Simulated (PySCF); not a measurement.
A geometry optimisation, step by step.

Species: C10H12S.
Atom-mapped SMILES: `[CH:1]#[C:2][C@@H:3]1[C:4](=[CH2:5])[C@@H:6]([CH:7]=[CH2:8])[C@:9]1([CH3:10])[SH:11]` (hydrogens: H12 on C1; H13 on C3; H14, H15 on C5; H16 on C6; H17 on C7; H18, H19 on C8; H20, H21, H22 on C10; H23 on S11)

Method: PBE0-D3(BJ)/def2-SVP geometry optimisation, gas phase (PySCF 2.14.0); density fitting, grid level 1; the optimiser is geomeTRIC in internal coordinates, started from a GFN2-xTB structure. 8 of its 10 geometries are shown. The frame can shift and turn from step to step; on so coarse a grid that alone can change the energy by a few meV, and forces under 0.02 eV/Å are noise.

Step 0: E = -21370.2495 eV, largest atomic force 1.122 eV/Å
```
atom  x, y, z in Å  |  force x, y, z in eV/Å
C1     -3.559   -0.519    0.663   -0.439  -0.122   0.177
C2     -2.553   -0.287    0.056    0.936   0.260  -0.560
C3     -1.312   -0.012   -0.624   -0.211  -0.205   0.041
C4     -0.287   -1.120   -0.482    0.080   0.454   0.234
C5     -0.186   -2.320   -1.010    0.018  -0.266  -0.180
C6      0.601   -0.303    0.423    0.249  -0.052  -0.376
C7      2.048   -0.224    0.080   -0.677  -0.094   0.061
C8      3.015   -0.175    0.978    0.297   0.014   0.145
C9     -0.298    0.930    0.096   -0.050   0.557   0.551
C10     0.321    1.950   -0.839   -0.240  -0.250   0.338
S11    -0.898    1.839    1.570    0.427   0.392  -0.414
H12    -4.457   -0.720    1.167   -0.923  -0.215   0.537
H13    -1.528    0.289   -1.653    0.009   0.118  -0.315
H14    -0.944   -2.716   -1.665   -0.454  -0.187  -0.368
H15     0.659   -2.955   -0.798    0.509  -0.323   0.149
H16     0.487   -0.595    1.471   -0.102  -0.012   0.245
H17     2.280   -0.207   -0.977    0.174   0.025  -0.483
H18     4.052   -0.111    0.695    0.595   0.052  -0.212
H19     2.808   -0.191    2.036   -0.177  -0.040   0.597
H20     1.167    2.435   -0.354    0.355   0.175   0.112
H21     0.667    1.474   -1.754    0.163  -0.168  -0.353
H22    -0.415    2.711   -1.093   -0.256   0.261  -0.139
H23    -1.674    0.855    2.023   -0.285  -0.372   0.213
```

Step 1: E = -21370.3754 eV, largest atomic force 0.203 eV/Å
```
atom  x, y, z in Å  |  force x, y, z in eV/Å
C1     -3.603   -0.528    0.727   -0.149  -0.018   0.124
C2     -2.577   -0.286    0.131    0.044  -0.005  -0.031
C3     -1.347   -0.013   -0.584    0.045   0.049  -0.068
C4     -0.289   -1.106   -0.495   -0.019  -0.001   0.070
C5     -0.168   -2.294   -1.075    0.025  -0.052  -0.056
C6      0.600   -0.297    0.421   -0.057   0.008   0.067
C7      2.061   -0.240    0.142    0.039   0.014  -0.113
C8      3.018   -0.222    1.070    0.025  -0.009   0.073
C9     -0.295    0.954    0.092    0.055  -0.040  -0.059
C10     0.321    1.896   -0.925    0.028   0.075  -0.022
S11    -0.820    1.958    1.505   -0.122  -0.152   0.056
H12    -4.517   -0.736    1.256    0.073   0.008  -0.052
H13    -1.587    0.298   -1.617   -0.021  -0.007   0.044
H14    -0.945   -2.687   -1.737    0.016   0.011   0.017
H15     0.712   -2.918   -0.893   -0.013   0.027  -0.025
H16     0.431   -0.581    1.474   -0.021   0.007  -0.042
H17     2.343   -0.201   -0.918   -0.004   0.006   0.052
H18     4.075   -0.160    0.795   -0.021   0.000   0.014
H19     2.781   -0.263    2.139   -0.001  -0.007  -0.033
H20     1.199    2.404   -0.496   -0.011  -0.010  -0.026
H21     0.650    1.353   -1.825   -0.019  -0.024   0.039
H22    -0.412    2.660   -1.227    0.016  -0.019  -0.007
H23    -1.608    1.002    2.059    0.092   0.139  -0.021
```

Step 3: E = -21370.3864 eV, largest atomic force 0.279 eV/Å
```
atom  x, y, z in Å  |  force x, y, z in eV/Å
C1     -3.566   -0.544    0.815    0.185   0.051  -0.109
C2     -2.566   -0.294    0.175   -0.038  -0.036   0.063
C3     -1.362   -0.010   -0.583    0.006   0.011  -0.032
C4     -0.290   -1.092   -0.526   -0.033  -0.101   0.083
C5     -0.148   -2.259   -1.145    0.029   0.116  -0.048
C6      0.586   -0.292    0.410    0.162   0.033  -0.104
C7      2.058   -0.236    0.177    0.011  -0.018   0.061
C8      2.984   -0.252    1.140   -0.121  -0.023  -0.005
C9     -0.298    0.960    0.066   -0.066   0.003   0.169
C10     0.317    1.878   -0.976   -0.014  -0.093   0.009
S11    -0.806    1.990    1.469    0.128   0.224  -0.106
H12    -4.455   -0.764    1.373   -0.085  -0.021   0.048
H13    -1.638    0.302   -1.604   -0.047   0.000  -0.028
H14    -0.920   -2.645   -1.814   -0.017  -0.007  -0.020
H15     0.754   -2.860   -1.005    0.014  -0.026   0.028
H16     0.390   -0.583    1.454   -0.064  -0.004   0.042
H17     2.377   -0.168   -0.867    0.013   0.026  -0.076
H18     4.052   -0.188    0.918    0.004  -0.002  -0.043
H19     2.699   -0.332    2.193   -0.003   0.009   0.051
H20     1.207    2.387   -0.579    0.008   0.003   0.026
H21     0.625    1.292   -1.855    0.018   0.007  -0.042
H22    -0.410    2.636   -1.299   -0.019   0.006   0.002
H23    -1.568    1.068    2.085   -0.073  -0.159   0.033
```

Step 4: E = -21370.3947 eV, largest atomic force 0.213 eV/Å
```
atom  x, y, z in Å  |  force x, y, z in eV/Å
C1     -3.537   -0.556    0.870    0.123   0.032  -0.089
C2     -2.556   -0.301    0.204    0.002  -0.031   0.061
C3     -1.372   -0.006   -0.581    0.014   0.018  -0.065
C4     -0.290   -1.081   -0.544   -0.051  -0.092   0.082
C5     -0.132   -2.229   -1.192    0.034   0.103  -0.043
C6      0.574   -0.287    0.408    0.169   0.024  -0.068
C7      2.050   -0.234    0.206   -0.054  -0.027   0.059
C8      2.956   -0.275    1.186   -0.072  -0.006  -0.072
C9     -0.301    0.965    0.053   -0.077   0.025   0.173
C10     0.316    1.860   -1.006    0.000  -0.118  -0.034
S11    -0.795    2.023    1.439    0.100   0.159  -0.102
H12    -4.411   -0.786    1.447   -0.063  -0.013   0.041
H13    -1.673    0.304   -1.596   -0.042   0.008  -0.021
H14    -0.895   -2.607   -1.876   -0.018  -0.008  -0.010
H15     0.775   -2.824   -1.059    0.016  -0.022   0.017
H16     0.355   -0.581    1.447   -0.060  -0.001   0.044
H17     2.391   -0.146   -0.830    0.015   0.016  -0.062
H18     4.025   -0.213    0.970    0.024  -0.002   0.027
H19     2.658   -0.371    2.234    0.001   0.002   0.023
H20     1.211    2.369   -0.621    0.009   0.015   0.024
H21     0.617    1.253   -1.874    0.021   0.026  -0.041
H22    -0.407    2.616   -1.342   -0.013   0.017   0.002
H23    -1.538    1.101    2.078   -0.076  -0.123   0.055
```

Step 5: E = -21370.4042 eV, largest atomic force 0.171 eV/Å
```
atom  x, y, z in Å  |  force x, y, z in eV/Å
C1     -3.408   -0.609    1.067   -0.113  -0.054   0.046
C2     -2.506   -0.329    0.309    0.087   0.009   0.026
C3     -1.405    0.004   -0.575    0.045   0.034  -0.162
C4     -0.291   -1.039   -0.605   -0.100  -0.047   0.092
C5     -0.071   -2.110   -1.356    0.029   0.000  -0.029
C6      0.536   -0.269    0.397    0.103  -0.030   0.079
C7      2.018   -0.232    0.300    0.036   0.003  -0.090
C8      2.848   -0.361    1.336   -0.039   0.003   0.050
C9     -0.313    0.985    0.005   -0.066   0.071   0.048
C10     0.312    1.791   -1.117    0.029  -0.085  -0.099
S11    -0.758    2.141    1.325   -0.032  -0.113  -0.004
H12    -4.223   -0.870    1.718    0.037   0.023  -0.014
H13    -1.799    0.306   -1.561    0.001   0.016   0.019
H14    -0.809   -2.455   -2.086    0.002  -0.008   0.013
H15     0.858   -2.678   -1.256   -0.003   0.006  -0.013
H16     0.234   -0.572    1.415   -0.007   0.009   0.006
H17     2.434   -0.075   -0.703   -0.009  -0.018   0.003
H18     3.934   -0.312    1.218   -0.012   0.005  -0.025
H19     2.463   -0.516    2.349    0.013  -0.013   0.014
H20     1.222    2.302   -0.772   -0.002   0.041   0.002
H21     0.589    1.122   -1.949    0.004   0.051   0.014
H22    -0.401    2.537   -1.496    0.011   0.038   0.004
H23    -1.441    1.234    2.059   -0.014   0.058   0.020
```

Step 6: E = -21370.4081 eV, largest atomic force 0.067 eV/Å
```
atom  x, y, z in Å  |  force x, y, z in eV/Å
C1     -3.442   -0.597    1.013   -0.043  -0.023   0.006
C2     -2.517   -0.323    0.279    0.020   0.001   0.028
C3     -1.395    0.000   -0.581    0.027   0.016  -0.059
C4     -0.291   -1.052   -0.583   -0.049  -0.011   0.025
C5     -0.085   -2.145   -1.309    0.030   0.004  -0.019
C6      0.547   -0.274    0.403    0.011  -0.016   0.041
C7      2.027   -0.235    0.273   -0.025  -0.001  -0.025
C8      2.878   -0.342    1.295    0.017   0.002  -0.015
C9     -0.312    0.981    0.018   -0.016   0.016  -0.002
C10     0.315    1.812   -1.087    0.008  -0.022  -0.013
S11    -0.779    2.110    1.353   -0.006  -0.035  -0.005
H12    -4.273   -0.847    1.646    0.017   0.010  -0.004
H13    -1.763    0.306   -1.575   -0.004  -0.001   0.015
H14    -0.829   -2.501   -2.026    0.004   0.001   0.002
H15     0.839   -2.720   -1.200   -0.005  -0.001  -0.002
H16     0.265   -0.572    1.428    0.003   0.012  -0.002
H17     2.421   -0.101   -0.742   -0.004  -0.004   0.012
H18     3.959   -0.290    1.140    0.005  -0.005   0.026
H19     2.523   -0.481    2.321    0.005   0.002  -0.012
H20     1.216    2.329   -0.723   -0.003   0.015   0.001
H21     0.607    1.169   -1.932   -0.005   0.003   0.014
H22    -0.400    2.563   -1.454    0.005   0.012   0.005
H23    -1.490    1.205    2.063    0.007   0.024  -0.016
```

Step 8: E = -21370.4093 eV, largest atomic force 0.024 eV/Å
```
atom  x, y, z in Å  |  force x, y, z in eV/Å
C1     -3.425   -0.610    1.035    0.003  -0.002  -0.013
C2     -2.509   -0.330    0.292   -0.002   0.010   0.006
C3     -1.399    0.001   -0.583    0.005  -0.003   0.011
C4     -0.292   -1.048   -0.585   -0.009  -0.005   0.002
C5     -0.067   -2.125   -1.328    0.010   0.001  -0.004
C6      0.539   -0.271    0.409   -0.017  -0.007   0.007
C7      2.019   -0.239    0.287    0.004   0.001   0.000
C8      2.865   -0.358    1.312    0.001  -0.001   0.001
C9     -0.317    0.984    0.011    0.006  -0.004  -0.023
C10     0.318    1.804   -1.098   -0.004   0.014   0.007
S11    -0.787    2.128    1.330    0.003   0.010   0.010
H12    -4.245   -0.864    1.680   -0.002  -0.001   0.004
H13    -1.779    0.303   -1.573   -0.003  -0.003  -0.003
H14    -0.800   -2.478   -2.058   -0.002   0.004   0.001
H15     0.861   -2.693   -1.219    0.002  -0.002   0.002
H16     0.247   -0.563    1.433    0.007   0.003   0.001
H17     2.418   -0.104   -0.726    0.001   0.001  -0.001
H18     3.948   -0.315    1.169    0.000   0.000  -0.002
H19     2.502   -0.500    2.335   -0.002   0.001   0.001
H20     1.216    2.325   -0.734    0.001  -0.005  -0.001
H21     0.615    1.152   -1.935    0.001  -0.003  -0.002
H22    -0.392    2.554   -1.475   -0.001  -0.005  -0.001
H23    -1.514    1.239    2.041   -0.004  -0.006  -0.002
```

Step 9: E = -21370.4094 eV, largest atomic force under 0.02 eV/Å
```
atom  x, y, z in Å  |  force x, y, z in eV/Å
C1     -3.427   -0.611    1.031    0.003   0.000  -0.007
C2     -2.510   -0.330    0.290   -0.001   0.006   0.000
C3     -1.398    0.000   -0.583   -0.001  -0.004   0.009
C4     -0.292   -1.049   -0.583    0.008  -0.002   0.010
C5     -0.064   -2.125   -1.326   -0.007   0.006  -0.006
C6      0.538   -0.271    0.412   -0.008   0.000  -0.002
C7      2.019   -0.239    0.287    0.006   0.000   0.003
C8      2.866   -0.357    1.312   -0.002  -0.001   0.005
C9     -0.317    0.984    0.012    0.008  -0.004  -0.015
C10     0.319    1.804   -1.097   -0.003   0.009   0.006
S11    -0.789    2.128    1.330    0.001   0.006   0.008
H12    -4.249   -0.863    1.676   -0.002  -0.001   0.001
H13    -1.777    0.302   -1.574   -0.001  -0.002  -0.004
H14    -0.796   -2.477   -2.058    0.002  -0.005  -0.002
H15     0.864   -2.694   -1.215   -0.001   0.002   0.001
H16     0.248   -0.561    1.436    0.002   0.002   0.001
H17     2.416   -0.106   -0.726    0.001   0.001  -0.002
H18     3.948   -0.315    1.168   -0.001   0.001  -0.005
H19     2.504   -0.497    2.335   -0.002   0.000   0.003
H20     1.216    2.326   -0.732    0.001  -0.004  -0.001
H21     0.617    1.152   -1.933    0.001  -0.002  -0.003
H22    -0.391    2.554   -1.475   -0.001  -0.004  -0.002
H23    -1.522    1.239    2.036   -0.003  -0.003   0.000
```

**Question.** Summarise the path.

**Answer.** The energy falls by 3.69 kcal/mol from step 0 to step 9; nine tenths of that is first reached at step 4. It falls at every step. The largest force goes from 1.122 to under 0.02 eV/Å. Among the bonds C1–H12 changes most (a near tie, within 0.001 Å, with another), from 1.049 to 1.074 Å; the atoms move by 0.366 Å rms after alignment.

**Question.** Follow the three bonds and two angles with the largest change from start to end.

**Answer.** 
| step | E above end (kcal/mol) | largest force (eV/Å) | C1–H12 (Å) | C9–S11 (Å) | S11–H23 (Å) | C6–C9–S11 (°) | C9–C6–H16 (°) |
| --- | --- | --- | --- | --- | --- | --- | --- |
| 0 | 3.69 | 1.122 | 1.049 | 1.833 | 1.332 | 114.3 | 110.6 |
| 1 | 0.78 | 0.203 | 1.076 | 1.811 | 1.358 | 116.3 | 108.4 |
| 2 | 0.66 | 0.174 | 1.074 | 1.812 | 1.352 | 116.2 | 108.5 |
| 3 | 0.53 | 0.279 | 1.072 | 1.813 | 1.345 | 116.1 | 108.5 |
| 4 | 0.34 | 0.213 | 1.072 | 1.812 | 1.346 | 116.4 | 108.4 |
| 5 | 0.12 | 0.171 | 1.075 | 1.810 | 1.352 | 117.5 | 107.6 |
| 6 | 0.03 | 0.067 | 1.075 | 1.810 | 1.353 | 117.4 | 107.7 |
| 7 | 0.01 | 0.036 | 1.074 | 1.809 | 1.352 | 117.5 | 107.6 |
| 8 | 0.00 | 0.024 | 1.074 | 1.808 | 1.351 | 117.6 | 107.6 |
| 9 | 0.00 | under 0.02 | 1.074 | 1.808 | 1.351 | 117.5 | 107.7 |

What follows is the cost of the whole optimisation. Rough CPU time on one thread of a shared machine: about 12 min.
